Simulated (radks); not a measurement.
All-electron atom: Hg in [Hg]. All-electron calculation, scalar-relativistic Kohn-Sham, PBE, spin-unpolarised, spherical densities, finite nucleus; Fermi nuclear charge, rms radius 5.4648 fm. Program: a radial shooting solver on a logarithmic mesh with Libxc functionals.

Normalised radial functions P(r) = r R(r), r in bohr:

r	4f
0.002112	0.0000
0.002458	0.0000
0.002862	0.0000
0.003332	0.0000
0.003879	0.0000
0.004516	0.0000
0.005257	0.0000
0.00612	0.0000
0.007124	0.0000
0.008294	0.0001
0.009656	0.0001
0.01124	0.0002
0.01309	0.0004
0.01523	0.0007
0.01774	0.0012
0.02065	0.0020
0.02404	0.0034
0.02798	0.0058
0.03257	0.0097
0.03792	0.0160
0.04415	0.0262
0.05139	0.0420
0.05983	0.0662
0.06965	0.1024
0.08044	0.1517
0.09365	0.2242
0.109	0.3223
0.1269	0.4494
0.1478	0.6058
0.172	0.7868
0.2002	0.9811
0.2331	1.1708
0.2714	1.3329
0.3159	1.4432
0.3678	1.4815
0.4282	1.4388
0.4985	1.3200
0.5803	1.1417
0.6756	0.9287
0.7865	0.7082
0.9156	0.5037
1.066	0.3321
1.241	0.2017
1.445	0.1120
1.682	0.0564
1.958	0.0255
2.279	0.0102
2.653	0.0036
3.089	0.0011
3.596	0.0003
4.186	0.0001
4.873	0.0000
5.673	0.0000
6.605	0.0000
7.689	0.0000
8.951	0.0000

4f: eigenvalue -95.902 eV, 0 radial nodes, <r> = 0.483 bohr, 90 % of the charge inside 0.772 bohr.
